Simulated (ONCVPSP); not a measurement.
## Te: one change to an ONCV potential, before and after

tellurium (Te), optimised norm-conserving Vanderbilt (ONCV), made with ONCVPSP 4.0.1 (revPBE, scalar-relativistic). Core [Kr] 4d10, reference 5s2 5p4. Waves: 5s: rc 1.95 bohr, ncon 4, nbas 8, qcut 3.5 1/bohr, 2 projectors, debl 0.3 Ha; 5p: rc 1.80 bohr, ncon 3, nbas 6, qcut 5.3 1/bohr, 2 projectors, debl 2.6 Ha; d scattering state at 0.26 Ha: rc 1.80 bohr, ncon 4, nbas 7, qcut 5.3 1/bohr, 2 projectors, debl 2 Ha. Local part: polynomial inside 1.30 bohr (lpopt 5, dvloc0 -1 Ha). Core correction: none.

In the s channel the program set the typed energies aside and used -0.553, 0.250 Ha.

All-electron outer shells of the reference configuration (revPBE, scalar-relativistic, ld1.x):

```
shell  level (eV)  outermost node (bohr)  outermost maximum (bohr)
   4p     -114.40                   0.38                      0.74
   4d      -41.63                   0.36                      0.81
   5s      -15.05                   0.91                      1.80
   5p       -5.91                   1.00                      2.17
```

Change: s: rc 2.78.

Cutoffs: the cutoffs (Ha) at which the residual kinetic energy of the hardest occupied pseudo-wave falls to 1 and 0.1 mHa per electron; they do not see the model core or the augmentation charge, which bear on the density cutoff. Errors are all-electron minus pseudo energies relative to the spin-unpolarised reference configuration.

**Question.** What does the change do?

**Answer.** The potential gets softer (12 Ha and 41 Ha → 7.3 Ha and 9.6 Ha); both files keep a bound ghost (d, s); of the 4 tests that both files solve, the error grows in 0 and shrinks in 2 by more than 15 % and 0.3 meV (median size 92.5 → 75.0 meV). A larger radius leaves more room for a smooth pseudo-wave, so fewer plane waves are needed.

```tsv
quantity	base	changed
cutoff, loose	12 Ha	7.3 Ha
cutoff, tight	41 Ha	9.6 Ha
loose cutoff by channel	s 12 Ha, p 7.3 Ha	s 4.7 Ha, p 7.3 Ha
bound ghosts	s, d	s, d
GHOST(+) flags under 300 eV	p at 63.3 eV	p at 63.3 eV
error for 5s2 5p3, meV [ΔE 9.68 eV]	-10	-9.3
error for 5s2 5p2, meV [ΔE 27.55 eV]	-50	-43
error for 5s2 5p1, meV [ΔE 54.36 eV]	-135	-107
error for 5s2 5p0, meV [ΔE 90.70 eV]	-237	-154
p: phases at 1.83 bohr within 0.05 rad from the reference energy up to (Ha; the scan ends near 5)	to the end of the scan	to the end of the scan
d: phases at 1.83 bohr within 0.05 rad from the reference energy up to (Ha; the scan ends near 5)	to the end of the scan	to the end of the scan
```

Base: The cutoffs count occupied waves only; projector 2 of the d channel, the hardest unoccupied one, needs 71 Ha at the loose tolerance. Changed file: The cutoffs count occupied waves only; projector 2 of the d channel, the hardest unoccupied one, needs 71 Ha at the loose tolerance. A true bound ghost makes a file unfit for plane-wave use even where its test errors are small: the radial tests pick states by their node count and pass the ghost by.
